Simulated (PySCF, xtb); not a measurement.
W(NH)(S)(Cl)(OH) (ClH2NOSW), SMILES [NH]=[W]([OH])(=[S])[Cl], multiplicity 1. Other conformers were not sampled.

Harmonic wavenumbers (cm⁻¹) from GFN2-xTB (xtb) at its own minimum, in rising order: 116, 132, 155, 163, 202, 328, 367, 463, 490, 519, 541, 629, 930, 3352, 3533.

Q: What does PBE-D3(BJ)/def2-SVP (PySCF 2.14.0) give at its own minimum? (Estimate from the structure and the level; the computed values follow.)

A: 129, 152, 188, 225, 244, 330, 390, 513, 550, 584, 646, 721, 979, 3524, 3741. Paired by order, the mean absolute difference is 66 cm⁻¹ and the zero-point energies are 17.0 and 18.5 kcal/mol.
